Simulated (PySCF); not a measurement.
Job file and geometry (Å, from PBE0-D3(BJ)/def2-SVP) of an NMR shielding run on `Oc1ccccc1B(F)F`, C6H5BF2O, GIAO HF/pcSseg-1 NMR shielding, non-relativistic, gas phase (PySCF); density fitting, a coarse starting grid and PySCF grid level 2 are the driver's defaults:

```
$ OMP_NUM_THREADS=1 python probes_run.py task.json out

{"job": {"kind": "nmr", "xc": "HF", "basis": "pcSseg-1", "pop": false}, "charge": 0, "multiplicity": 1}
O      0.295420     2.306689     0.232550
C     -0.078585     1.051445    -0.044130
C     -1.221728     0.892413    -0.840125
C     -1.668214    -0.378948    -1.166138
C     -0.994365    -1.519507    -0.710844
C      0.134252    -1.361947     0.076468
C      0.618779    -0.085341     0.428422
B      1.873785     0.027245     1.302923
F      2.381718     1.222844     1.640336
F      2.517782    -1.022583     1.775257
H      1.096485     2.298047     0.773865
H     -1.737828     1.788018    -1.190244
H     -2.560185    -0.486879    -1.788766
H     -1.353440    -2.515916    -0.974460
H      0.672457    -2.240927     0.440360
```

Question: Write the output of this run.

Answer: 
```
final grid: 139736 points
cycle   1  E = -528.4464112466  dE =  2.660e+00  |g| = 8.217e-01  |ddm| = 3.770e+00
cycle   2  E = -528.5806895462  dE = -1.343e-01  |g| = 4.334e-01  |ddm| = 9.429e-01
cycle   3  E = -528.6119935317  dE = -3.130e-02  |g| = 9.491e-02  |ddm| = 3.684e-01
cycle   4  E = -528.6145372350  dE = -2.544e-03  |g| = 2.035e-02  |ddm| = 1.345e-01
cycle   5  E = -528.6146726586  dE = -1.354e-04  |g| = 6.544e-03  |ddm| = 2.992e-02
cycle   6  E = -528.6146927730  dE = -2.011e-05  |g| = 2.851e-03  |ddm| = 8.605e-03
cycle   7  E = -528.6146997301  dE = -6.957e-06  |g| = 1.182e-03  |ddm| = 6.022e-03
cycle   8  E = -528.6147014875  dE = -1.757e-06  |g| = 4.950e-04  |ddm| = 3.097e-03
cycle   9  E = -528.6147018428  dE = -3.552e-07  |g| = 2.361e-04  |ddm| = 1.509e-03
cycle  10  E = -528.6147018991  dE = -5.632e-08  |g| = 7.330e-05  |ddm| = 6.541e-04
cycle  11  E = -528.6147019049  dE = -5.836e-09  |g| = 2.585e-05  |ddm| = 2.535e-04
cycle  12  E = -528.6147019052  dE = -2.866e-10  |g| = 7.548e-06  |ddm| = 4.672e-05
converged SCF energy = -528.6147019052

GIAO shielding tensors (ppm)
atom      isotropic    diamagn.    paramagn.     s11        s22        s33       span
  0 O      229.552     390.219    -160.668    161.242    246.314    281.099    119.857
  1 C       12.987     249.096    -236.108   -106.310      8.992    136.280    242.590
  2 C       70.785     253.630    -182.845    -22.931     62.392    172.893    195.824
  3 C       39.357     255.424    -216.066    -85.945     22.447    181.570    267.515
  4 C       68.925     254.987    -186.062    -41.512     62.638    185.650    227.162
  5 C       39.901     253.173    -213.272    -89.531     26.068    183.167    272.698
  6 C       86.458     259.204    -172.746     15.074     55.544    188.756    173.682
  7 B       87.528     195.527    -108.000     67.558     88.037    106.987     39.429
  8 F      311.327     471.007    -159.680    185.669    358.207    390.105    204.436
  9 F      310.280     467.200    -156.920    175.091    356.524    399.225    224.134
 10 H       24.603      32.196      -7.593     12.093     23.926     37.789     25.696
 11 H       24.519      29.988      -5.469     20.107     25.458     27.991      7.883
 12 H       23.751      29.381      -5.630     20.464     24.234     26.556      6.092
 13 H       24.716      30.173      -5.457     20.768     26.117     27.263      6.495
 14 H       23.529      31.041      -7.512     19.227     23.104     28.256      9.029
```

Question: Turn these shieldings into chemical shifts. Chemical shifts δ = σref − σ; H2O for 17O (σ = 333.31 ppm); 13C (σ = 190.85 ppm), 1H (σ = 31.69 ppm) vs TMS; 11B (σ = 115.29 ppm) against BF3·OEt2; 19F (σ = 246.35 ppm) against CFCl3, all at this level.

Answer: Averaging equivalent atoms: O 0: 103.8; C 1: 177.9; C 3: 151.5; C 5: 150.9; C 4: 121.9; C 2: 120.1; C 6: 104.4; B 7: 27.8; F 8/9: -64.4; H 14: 8.16; H 12: 7.93; H 11: 7.17; H 10: 7.08; H 13: 6.97 ppm. Unscaled 19F shifts against computed CFCl3 carry errors that often reach 10 to 50 ppm. Experimental scales use liquid or dissolved standards, which lie at an offset from isolated H2O (liquid H2O: subtract about 36 ppm).

Size and cost of the density-fitted run: 195 basis functions, 15 s wall time on 1 thread of an Arm Neoverse V2, shared host; peak memory 0.96 GiB.
